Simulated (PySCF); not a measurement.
Compound: C7H6N4.
Atom-mapped SMILES: `[N:1]#[C:2][c:3]1[cH:4][c:5]([CH:6]2[CH2:7][CH2:8]2)[n:9][n:10][n:11]1`

Structure used (GFN2-xTB), in Å, numbered top down from 1:
```
atom  x, y, z in Å
N1     4.4993   -0.1644   -1.6318
C2     3.5745   -0.2537   -0.9635
C3     2.3991   -0.3477   -0.1692
C4     1.1770    0.1216   -0.6391
C5     0.0992   -0.0361    0.2394
C6    -1.2550    0.3965   -0.0927
C7    -2.1382    0.9191    1.0197
C8    -2.4205   -0.4131    0.4340
N9     0.3009   -0.6036    1.4354
N10    1.4680   -1.0085    1.7916
N11    2.5058   -0.9050    1.0467
H12    1.0704    0.5746   -1.6129
H13   -1.3547    0.8478   -1.0721
H14   -1.6990    0.9533    2.0045
H15   -2.7884    1.7472    0.7840
H16   -3.2706   -0.5327   -0.2196
H17   -2.1747   -1.2833    1.0223
```

NICS is the negative of the GIAO shielding at a point without a nucleus: at the ring centre (0) and 1 Å above and below it (1); zz is the component along the ring normal. Level: GIAO PBE0/pcSseg-1 (PySCF, non-relativistic, gas phase) on the GFN2-xTB geometry, one conformer.

Ring bond lengths (Å), with Mayer bond orders in brackets: C3–C4 1.391 (1.32), C4–C5 1.399 (1.28), C5–N9 1.339 (1.37), N9–N10 1.286 (1.39), N10–N11 1.282 (1.39), N11–C3 1.342 (1.37); C6–C7 1.514 (0.92), C7–C8 1.482 (0.98), C8–C6 1.514 (0.92).

Task: What do the NICS probes read (ppm)?

Result: 
```json
{"ring": "C3–C4–C5–N9–N10–N11", "type": "6-membered ring with 3 N; formal bonds all aromatic", "NICS(0)": "-3.9", "NICS(1), two faces": "-10.9 / -10.9", "NICS(1)zz, two faces": "-24.5 / -24.5", "rms pucker (Å)": "0.00", "centre to ring atoms, mean (Å)": "1.34"}
{"ring": "C6–C7–C8", "type": "3-membered carbocycle; formal bonds all single", "NICS(0)": "-43.5", "NICS(1), two faces": "-7.7 / -6.0", "NICS(1)zz, two faces": "-22.9 / -21.2", "rms pucker (Å)": "0.00", "centre to ring atoms, mean (Å)": "0.87"}
```

Task: What can be read from them?

Result: 
- C3–C4–C5–N9–N10–N11: mean NICS(1)zz -24.5 ppm, shielded, aromatic by this magnetic criterion (flat ring, no four-coordinate atom). NICS(0) lies 7 ppm above the mean NICS(1).
- C6–C7–C8: mean NICS(1)zz -22.1 ppm, shielded. C6, C7, C8 have four or more neighbours, so the value isn't read as a sign of a π ring current. NICS(0) lies 37 ppm below the mean NICS(1).

Task: What does the geometric index give? HOMA = 1 − mean of α(R − Ropt)² over the ring bonds, with Krygowski's 1993 parameters (CC: Ropt 1.388 Å, α 257.7 Å⁻²; CN: Ropt 1.334 Å, α 93.52 Å⁻²; NN: Ropt 1.309 Å, α 130.33 Å⁻²).

Result: 
- C3–C4–C5–N9–N10–N11: HOMA 0.96; the largest term is that of N10–N11, α(R − Ropt)² = 0.10. The geometric and the magnetic index point the same way.

Task: List the ring angles and the Hirshfeld charges of the ring atoms.

Result: 
- C3–C4–C5–N9–N10–N11: C3 121.1° (+0.077 e), C4 115.2° (-0.027 e), C5 119.5° (+0.087 e), N9 121.2° (-0.077 e), N10 123.3° (-0.028 e), N11 119.7° (-0.097 e); sum 720.0° against 720° for a flat convex ring.
- C6–C7–C8: C6 58.6° (-0.044 e), C7 60.7° (-0.073 e), C8 60.7° (-0.073 e); sum 180.0° against 180° for a flat convex ring.

Cost: about 1.7 min of CPU time on one thread; the machine was shared, so the figure is rough. This is the whole shielding run at PBE0/pcSseg-1, SCF included.
